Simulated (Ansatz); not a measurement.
Molecule: sum formula HBO2Br, charge 0, multiplicity 2. It need not be the lowest isomer of its formula. 
Geometry from a B3LYP-D3(BJ)/def2-TZVP (Ansatz, a program for electronic structure) optimisation:
```
B
O 1 1.3201
O 1 1.3476 2 132.51
H 3 0.9649 1 114.28 2 0.00
Br 1 1.9623 2 106.45 3 180.00
```
Charge 0, spin multiplicity 2.

Total electronic energies in hartree. Correlated levels leave the core frozen unless marked. UHF or UKS for open shells. Spin-orbit coupling is left out. Frozen are the shells of the preceding noble gas and the d and f shells that filled before the atom's block. No relativistic terms. CBS marks a two-point X^-3 extrapolation of the correlation energy; Hartree-Fock from the larger set (for Q and 5 zeta extrapolated as (X+1)exp(-9√X)).

```tsv
level	program	energy (Eh)
HF/aug-cc-pVQZ	Ansatz	-2747.63641
HF/cc-pV5Z	Ansatz	-2747.63928
SVWN5/def2-TZVPD	Ansatz	-2745.31811
BLYP/def2-TZVPD	Ansatz	…
B3LYP/def2-TZVPD	Ansatz	…
PBE0/def2-SVP	Ansatz	-2749.18841
PBE0/def2-TZVPD	Ansatz	…
LC-wPBE-D4/def2-TZVPD	Ansatz + dftd4	-2749.72838
wB97X-V/def2-TZVPD	Ansatz	-2749.89957
B2GP-PLYP/def2-TZVPD	Ansatz	-2749.47983
B2PLYP/def2-TZVPD	Ansatz	-2749.66051
PBE-QIDH/def2-TZVPD	Ansatz	-2749.32601
RPA@PBE/cc-pVQZ	Ansatz	-2748.79016
MP2/cc-pVDZ	Ansatz	-2748.00495
MP2/cc-pVQZ	Ansatz	-2748.37372
MP2/CBS(aug-cc-pVTZ,aug-cc-pVQZ)	Ansatz	-2748.4201
MP2/CBS(cc-pVTZ,cc-pVQZ)	Ansatz	-2748.4176
CCSD/aug-cc-pVDZ	Ansatz	-2748.08228
CCSD/aug-cc-pVQZ	Ansatz	-2748.40499
CCSD/CBS(aug-cc-pVTZ,aug-cc-pVQZ)	Ansatz	-2748.4395
CCSD(T)/cc-pVTZ	Ansatz	-2748.35593
CCSD(T)/cc-pV5Z	Ansatz	-2748.45497
CCSD(T)/CBS(cc-pVQZ,cc-pV5Z)	Ansatz	-2748.4771
```

Problem. Complete the blanks.

Solution. 
- BLYP/def2-TZVPD, energy (Eh): -2750.20325
- B3LYP/def2-TZVPD, energy (Eh): -2750.23203
- PBE0/def2-TZVPD, energy (Eh): -2749.70752
